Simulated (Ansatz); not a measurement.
One change: `F[SiH2][SiH2]F` becomes `N[SiH2][SiH2]F`.

Ansatz, PBE0-D4/def2-TZVP geometries, multiplicity 1. Each molecule was computed in one conformer, which needn't be the lowest.

```csv
property,`F[SiH2][SiH2]F`
LUMO energy (ωB97M-V/def2-TZVPP) / eV,0.45
LUMO energy (PBE/def2-TZVPP) / eV,-2.20
size of the dipole moment (ωB97M-V/def2-TZVPP) / D,0.00
HOMO–LUMO gap (PBE0/def2-TZVPP) / eV,7.11
size of the dipole moment (B3LYP/def2-TZVPP) / D,0.00
HOMO energy (B3LYP/def2-TZVPP) / eV,-8.25
```

Give the same properties after the change, and the shifts. (An estimate is asked.)

Computed: 
| property | `N[SiH2][SiH2]F` | shift |
| --- | --- | --- |
| LUMO energy (ωB97M-V/def2-TZVPP) / eV | 1.00 | 0.55 |
| LUMO energy (PBE/def2-TZVPP) / eV | -1.59 | 0.61 |
| size of the dipole moment (ωB97M-V/def2-TZVPP) / D | 1.56 | 1.56 |
| HOMO–LUMO gap (PBE0/def2-TZVPP) / eV | 6.74 | -0.37 |
| size of the dipole moment (B3LYP/def2-TZVPP) / D | 1.55 | 1.55 |
| HOMO energy (B3LYP/def2-TZVPP) / eV | -7.26 | 0.99 |

With PBE0 the HOMO rises by 0.97 eV and the LUMO rises by 0.60 eV, so the gap narrows by about 0.37 eV. PBE moves the HOMO by 1.08 eV and ωB97M-V by 0.79 eV.

B3LYP here is the variant with VWN-RPA as its local correlation; programs differ in this.
